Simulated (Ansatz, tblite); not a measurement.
Cost and result up the ladder for the cluster Cu2I (the lowest doublet isomer of a short search) (3 atoms). Charge 0, multiplicity 2. Geometry: r2SCAN-D4/def2-TZVP.

```xyz
3

Cu    0.481   -0.236   -1.273
Cu    0.325   -0.991    0.904
I    -0.806    1.227    0.369
```

Ansatz on 4 threads of Arm Neoverse V2 on a shared host; xTB runs through tblite on one thread. Times are rough, summed over both states, and most runs start from the orbitals of an earlier one. RPA@PBE/def2-TZVP serves as the yardstick here, not as an exact answer. The other state is a quartet at its own geometry.

In the def2 sets I takes a core potential; there is no spin–orbit coupling. The xTB rows come from tblite. LC-ωPBE has ω = 0.4 bohr⁻¹. HSE06 is defined as in plane-wave codes, on full-range PBE exchange. Correlated methods freeze 22 core orbitals; core or outer-core shells of I are correlated, in sets that lack core-valence functions. In CCSD on the charge 0 quartet the largest single amplitude is 0.55, so its Hartree–Fock determinant may place the open shell otherwise than the density functionals do. The structure comes from a short search, and lower isomers may exist.

Run but left out: HF/STO-3G (doublet: ⟨S²⟩ 3.67, where a pure state has 0.75); HF/def2-TZVP (quartet: a determinant that CCSD turns far, T1 0.090); MP2/def2-TZVP (quartet: ⟨S²⟩ 4.05, where a pure state has 3.75).

Correlated methods converge slowly with the basis.

xTB has no spin-polarisation term.

```
                          level  functions  wall time
                       GFN1-xTB         27    0.004 s
                       GFN2-xTB         27    0.007 s
               PBE-D4/def2-TZVP        140        6 s
             HSE06-D4/def2-TZVP        140       10 s
              RPA@PBE/def2-TZVP        140       12 s
PBE0-D4/def2-TZVP (with forces)        140       14 s
              LC-ωPBE/def2-TZVP        140       14 s
            r2SCAN-D4/def2-TZVP        140       15 s
             BHLYP-D4/def2-TZVP        140       18 s
           r2SCANh-D4/def2-TZVP        140       19 s
              CCSD(T)/def2-TZVP        140       63 s
```

**Question.** Estimate what each level gives for the quartet − doublet (eV).

**Answer.** 
```tsv
level	quartet − doublet (eV)	difference from RPA@PBE/def2-TZVP (eV)	remarks
GFN1-xTB	3.55	1.48	–
GFN2-xTB	5.48	3.41	–
PBE-D4/def2-TZVP	2.35	0.28	–
HSE06-D4/def2-TZVP	2.73	0.66	–
RPA@PBE/def2-TZVP	2.07	0.00	–
PBE0-D4/def2-TZVP (with forces)	2.73	0.66	–
LC-ωPBE/def2-TZVP	3.11	1.04	–
r2SCAN-D4/def2-TZVP	2.23	0.16	–
BHLYP-D4/def2-TZVP	2.96	0.88	–
r2SCANh-D4/def2-TZVP	2.38	0.31	–
CCSD(T)/def2-TZVP	3.23	1.15	large T1 (0.090) (quartet), spin-contaminated (⟨S²⟩ 4.05) (quartet)
```
